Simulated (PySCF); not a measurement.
TeHBr, SMILES Br[TeH]. Heavy atoms are numbered as in [TeH:1][Br:3]. Hydrogens are named by the atom that carries them.

The structure is a stationary point at B3LYP-D3(BJ)/def2-TZVP. The def2 effective core potentials stand for the cores of Te; spin–orbit coupling is left out.

All values below come from ωB97X/def2-TZVPD (PySCF).

Mulliken values depend strongly on the basis, most of all with diffuse functions as here. ESP charges are fitted to the potential on shells at 1.4 to 2.0 van der Waals radii. Atomic charges (e), one atom of each kind:

```tsv
atom	ESP fit	Mulliken
Te1 (TeH)	0.08	0.17
H on Te1	0.06	0.04
Br3	-0.14	-0.21
```
